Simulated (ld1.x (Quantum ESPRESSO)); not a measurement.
boron: variants of one TM potential

Base potential:

* Element: B
* Generator: ld1.x (Quantum ESPRESSO) 7.5
* Type: norm-conserving Troullier–Martins (Kleinman–Bylander form)
* Functional: PBEsol
* Relativity: non-relativistic
* Frozen core: [He]
* Valence charge: 3
* Reference configuration: 2s1 2p0 (charge +2)
* Partial waves: 2p (bound, empty): rc 3.30 bohr; 3d channel at 0.4 Ry: rc 3.35 bohr; 2s (bound): rc 1.35 bohr
* Local potential: the s channel
* Core correction: none

All-electron outer shells of the reference configuration (PBEsol, non-relativistic, ld1.x):

| shell | level (eV) | outermost node (bohr) | outermost maximum (bohr) |
| --- | --- | --- | --- |
| 2s | -31.27 | 0.46 | 1.39 |
| 2p | -25.27 | – | 1.27 |

Cutoffs, loose and tight: the cutoffs (Ry, on a coarse ladder) from which the occupation-weighted sum of valence levels, in a spherical-Bessel basis at the reference potential, stays within 10 and 1 mRy of its value at 400 Ry. They do not see the model core or the augmentation charge, which bear on the density cutoff. Test errors are all-electron minus pseudo excitation energies from the reference, over the configurations 2s2 2p1; 2s2 2p0; 2s2 2p0.5; 2s0 2p3; 2s1 2p1; 2s2 2p1.3; 2s1 2p2. A dash means not determined; rows that change the core or the reference have their own tests. The largest error is taken over the tests solved by every variant that gives reliable tests at all: 2s1 2p1; 2s2 2p0; 2s2 2p0.5.

A true bound ghost makes a file unfit for plane-wave use even where its test errors are small: the radial tests pick states by their node count and pass the ghost by. Where a test does run into it, the solver fails or the error is huge.

```tsv
change	outcome	cutoff, loose	cutoff, tight	bound ghosts	largest test error (meV)
base	generated	21 Ry	50 Ry	none	+294
all radii scaled by about 0.73 (s 1.00, p 2.42, d 2.46 bohr)	generated	50 Ry	120 Ry	none	+142
all radii scaled by about 0.83 (s 1.12, p 2.76, d 2.80 bohr)	generated	21 Ry	55 Ry	none	+187
all radii scaled by about 0.89 (s 1.20, p 2.92, d 2.96 bohr)	generated	21 Ry	50 Ry	none	+210
all radii scaled by about 1.03 (s 1.40, p 3.40, d 3.46 bohr)	generated	18 Ry	50 Ry	none	+316
all radii scaled by about 1.15 (s 1.56, p 3.80, d 3.86 bohr)	generated	18 Ry	45 Ry	d	+455
all radii scaled by about 1.25 (s 1.68, p 4.12, d 4.18 bohr)	generated	18 Ry	40 Ry	d	+562
```

Question: What comes out with this change to the base: all radii scaled by about 1.40 (s 1.90, p 4.62, d 4.70 bohr)?

Answer: outcome: generated; cutoff, loose: 15 Ry; cutoff, tight: 30 Ry; bound ghosts: none; largest test error (meV): +779.

Question: What comes out with this change to the base: all radii scaled by about 1.09 (s 1.48, p 3.62, d 3.66 bohr)?

Answer: outcome: generated; cutoff, loose: 18 Ry; cutoff, tight: 50 Ry; bound ghosts: none; largest test error (meV): +393.

Question: What comes out with this change to the base: all radii scaled by about 1.33 (s 1.80, p 4.38, d 4.44 bohr)?

Answer: outcome: generated; cutoff, loose: 15 Ry; cutoff, tight: 35 Ry; bound ghosts: d; largest test error (meV): +643.

Reading the sweep of the scale of all radii (base = 1) (base included, trends over the rows without a ghost): The loose cutoff falls from 50 Ry at 0.73 to 15 Ry at 1.4. A larger radius leaves more room for a smooth pseudo-wave, so fewer plane waves are needed; a smaller one forces it to follow the all-electron wave where it bends sharply. The median size of the test errors (rows with all tests solved) rises from 157.0 meV at 0.73 to 461.6 meV at 1.09. More of the atom is replaced by a form fitted at one configuration, so other configurations suffer as the radius grows. Bound ghosts are found at 1.15, 1.25, 1.33.
